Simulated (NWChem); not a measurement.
## Ionisation of 1,1,1,3,3-pentafluoropropane (C3H3F5)

SMILES: FC(CC(F)(F)F)F
```xyz
11

F      2.5018    -0.8218    -0.1363
C      1.4227    -0.0742     0.2141
F      1.5984     1.1750    -0.2836
C      0.1780    -0.7116    -0.3776
C     -1.1189    -0.0466     0.0362
F     -1.2213     1.2051    -0.4273
F     -2.1718    -0.7400    -0.4238
F     -1.2256     0.0097     1.3795
H      1.3864    -0.0060     1.3152
H      0.2547    -0.6899    -1.4747
H      0.1340    -1.7616    -0.0542
```
Charge 0, spin multiplicity 1.

The numbers come from NWChem runs, not from measurements. All single points use one geometry, from B3LYP/def2-SVP, with no frequency check, so it may be a saddle point. It is one conformer; others weren't searched.

Basis set: def2-SVP. −ε marks an orbital energy of the parent.

The correlated methods keep 8 core orbitals frozen. B3LYP has NWChem's definition, with VWN1-RPA local correlation.

Q: One of these methods gave a first vertical ionisation energy of 14.74 eV. Which?
A) −ε(HOMO) of BHandHLYP
B) −ε(HOMO) of B3LYP
C) −ε(HOMO) of HF
D) −ε(HOMO) of PBE

A: C, −ε(HOMO) of HF. The others give 11.87 (−ε(HOMO) of BHandHLYP), 9.71 (−ε(HOMO) of B3LYP), 8.06 (−ε(HOMO) of PBE).
